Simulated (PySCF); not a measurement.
Molecule: SMILES CC[C@H]1OCC1=O, C5H8O2.

Cartesian coordinates in Å; atom numbers follow the order of the lines, from 1:
```xyz
15

C    -1.964    0.420    0.214
C    -1.013   -0.043   -0.881
C     0.247   -0.662   -0.281
O     1.240   -1.045   -1.251
C     2.220   -0.147   -0.723
C     1.235    0.311    0.327
O     1.232    1.108    1.215
H    -2.283   -0.420    0.827
H    -2.845    0.879   -0.226
H    -1.476    1.149    0.856
H    -1.490   -0.790   -1.518
H    -0.725    0.801   -1.511
H    -0.014   -1.503    0.372
H     2.528    0.615   -1.444
H     3.104   -0.666   -0.341
```

Frames of a GFN2-xTB Langevin trajectory at 600 K; GIAO PBE0/pcSseg-1 shieldings in PySCF 2.14, gas phase, non-relativistic; equivalent atoms averaged within each frame.

δ = σ(ref) − σ, references computed at the same level: TMS for ¹³C (186.93 ppm), ¹H (31.72 ppm); ¹⁷O (336.08 ppm) vs H2O. The references are static minima.

Question: How do the shifts (ppm) fluctuate along the trajectory?

Answer: 
| time (fs) | C6 | C3 | C5 | C2 | C1 | O7 | O4 | H15 | H14 | H13 |
| --- | --- | --- | --- | --- | --- | --- | --- | --- | --- | --- |
| optimised geometry | 215.4 | 106.8 | 90.7 | 30.3 | 9.4 | 650.5 | 19.7 | 5.45 | 5.41 | 5.29 |
| 250 | 218.3 | 101.3 | 99.5 | 46.8 | 12.1 | 656.8 | 26.3 | 6.72 | 6.70 | 4.96 |
| 425 | 219.6 | 102.4 | 86.1 | 33.5 | 18.0 | 687.3 | 27.4 | 4.50 | 3.82 | 6.76 |
| 625 | 228.3 | 122.5 | 91.8 | 30.6 | 5.2 | 671.8 | 53.6 | 6.38 | 4.86 | 5.47 |
| 800 | 216.0 | 97.1 | 105.9 | 33.1 | 18.1 | 624.0 | 30.1 | 5.99 | 5.72 | 4.50 |
| 1000 | 213.1 | 132.4 | 108.6 | 35.8 | 18.4 | 613.6 | 62.8 | 5.49 | 4.68 | 6.50 |
| mean of frames | 219.0 | 111.1 | 98.4 | 36.0 | 14.4 | 650.7 | 40.1 | 5.82 | 5.15 | 5.64 |
| standard deviation | 5.7 | 15.4 | 9.4 | 6.3 | 5.8 | 31.3 | 16.9 | 0.87 | 1.09 | 0.97 |

5 frames give an uncertainty of the mean of about the standard deviation over 2.2 at best, since frames this close in time may not be independent; classical motion lacks zero-point vibration, and the reference would need the same averaging.
